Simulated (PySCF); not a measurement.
C2F6. Atoms are numbered in the order given.

```xyz
8

F      1.0787    -0.6228     1.2181
C      0.0000     0.0000     0.7708
F      0.0000     1.2456     1.2181
F     -1.0787    -0.6228     1.2181
C      0.0000     0.0000    -0.7708
F      1.0787     0.6228    -1.2181
F      0.0000    -1.2456    -1.2181
F     -1.0787     0.6228    -1.2181
```
Charge 0, spin multiplicity 1.

Coordinates come from a PBE0-D3(BJ)/def2-SVP optimisation.

Calculation: PySCF 2.14.0 with PBE0-D3(BJ)/def2-SVP.

Harmonic, unscaled wavenumbers; measured fundamentals usually lie a few per cent lower.

Modes within 1.5 cm⁻¹ of each other (mostly degenerate sets) share a row, with their intensities summed.

| mode | ν (cm⁻¹) | IR (km/mol) | Raman (Å⁴/amu) | depolarisation | moving atoms (share of kinetic energy) |
|---|---|---|---|---|---|
| 1 | 56 | 0.0 | 0.0 | – | F 100 % |
| 2–3 | 214 | 6.4 | 0.0 | – | F 97 % |
| 4 | 355 | 0.0 | 1.1 | 0.35 | F 96 % |
| 5–6 | 385 | 0.0 | 2.3 | 0.75 | F 98 % |
| 7–8 | 532 | 10.8 | 0.0 | – | F 93 % |
| 9–10 | 632 | 0.0 | 4.0 | 0.75 | F 90 %, C 10 % |
| 11 | 730 | 41.4 | 0.0 | – | F 80 %, C 20 % |
| 12 | 835 | 0.0 | 6.6 | 0.03 | F 93 % |
| 13 | 1165 | 312.5 | 0.0 | – | C 63 %, F 37 % |
| 14–15 | 1300 | 0.0 | 1.9 | 0.75 | C 82 %, F 18 % |
| 16–17 | 1312 | 1183.4 | 0.0 | – | C 72 %, F 28 % |
| 18 | 1479 | 0.0 | 2.2 | 0.26 | C 89 %, F 11 % |
